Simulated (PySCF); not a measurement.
Species: C₄H₉BO₂.
SMILES with atom numbers: `[OH:1][B:2]([OH:3])[CH:4]1[CH2:5][CH2:6][CH2:7]1` (hydrogens: H8 on O1; H9 on O3; H10 on C4; H11, H12 on C5; H13, H14 on C6; H15, H16 on C7)

Geometry (GFN2-xTB, Å), atoms numbered from 1 in this order:
```
atom  x, y, z in Å
O1     2.5981    1.1450    0.0668
B2     1.6070    0.2168    0.1997
O3     1.9591   -1.0128    0.6247
C4     0.0707    0.5132   -0.1225
C5    -0.9801    0.1131    0.9427
C6    -1.8484   -0.5092   -0.1566
C7    -0.6529   -0.4337   -1.1128
H8     2.3345    2.0121   -0.2347
H9     2.8964   -1.1130    0.7950
H10   -0.0872    1.5529   -0.4251
H11   -0.5885   -0.6297    1.6333
H12   -1.4221    0.9319    1.5077
H13   -2.6682    0.1395   -0.4603
H14   -2.2413   -1.5036    0.0441
H15   -0.1367   -1.3858   -1.2098
H16   -0.8481   -0.0277   -2.1036
```

Vertical excitations from PySCF (density fitting, frozen core in the response, grid level 2 and gas phase unless stated; continuum runs use non-equilibrium linear response for the excitations) on a GFN2-xTB geometry. Reference run:

```json
{"settings": "PBE0/def2-SVPD, full TDDFT, 6 singlets", "S1, eV (f)": "6.93 (0.024)", "S2, eV (f)": "7.35 (0.004)", "S3, eV (f)": "7.57 (0.015)", "S4, eV (f)": "7.71 (0.009)", "S5, eV (f)": "7.81 (0.015)", "S6, eV (f)": "7.89 (0.000)", "T1, eV (Tamm–Dancoff)": "6.81", "mean α (au)": "66.2"}
```

Task: What do these settings give: (1) CAM-B3LYP/def2-SVPD, full TDDFT, 1 singlet; (2) CAM-B3LYP/pcSseg-1, full TDDFT, 3 singlets; (3) mPW1PW91/def2-SVPD, fitting basis def2-universal-jkfit, full TDDFT, 6 singlets?

Result: 
```
                                                                      settings    S1, eV (f)    S2, eV (f)    S3, eV (f)    S4, eV (f)    S5, eV (f)    S6, eV (f)  T1, eV (Tamm–Dancoff)  mean α (au)
                                    CAM-B3LYP/def2-SVPD, full TDDFT, 1 singlet  7.28 (0.023)             –             –             –             –             –                   7.09         65.7
                                    CAM-B3LYP/pcSseg-1, full TDDFT, 3 singlets  7.78 (0.008)  8.03 (0.023)  8.66 (0.033)             –             –             –                   7.23         57.8
mPW1PW91/def2-SVPD, fitting basis def2-universal-jkfit, full TDDFT, 6 singlets  6.90 (0.022)  7.38 (0.003)  7.52 (0.014)  7.69 (0.007)  7.77 (0.012)  7.90 (0.000)                      –         65.9
```

(1) S1 moves by +0.35 eV (CAM-B3LYP has range-separated exact exchange, PBE0 25 % exact exchange). (2) S1 moves by +0.85 eV; functional and basis change together, so the shift can't be laid on one. (3) S1 moves by -0.03 eV (mPW1PW91 has 25 % exact exchange, PBE0 25 % exact exchange). States are counted by energy in each run and needn't keep their character from row to row.

Task: Give the leading configurations of S1 (H = HOMO, L = LUMO) and the HOMO–LUMO gap of each run.

Result: 
```
                                                                      settings  S1 configurations (weight)  S1 (eV)  orbital gap (eV)  S1 − gap (eV)
                                        PBE0/def2-SVPD, full TDDFT, 6 singlets                    H→L 0.98     6.93              7.96          -1.03
                                    CAM-B3LYP/def2-SVPD, full TDDFT, 1 singlet                    H→L 0.90     7.28              9.93          -2.65
                                    CAM-B3LYP/pcSseg-1, full TDDFT, 3 singlets                  H→L+1 0.94     7.78             11.23          -3.45
mPW1PW91/def2-SVPD, fitting basis def2-universal-jkfit, full TDDFT, 6 singlets                    H→L 0.98     6.90              7.90          -1.00
```

One conformer stands for the species.
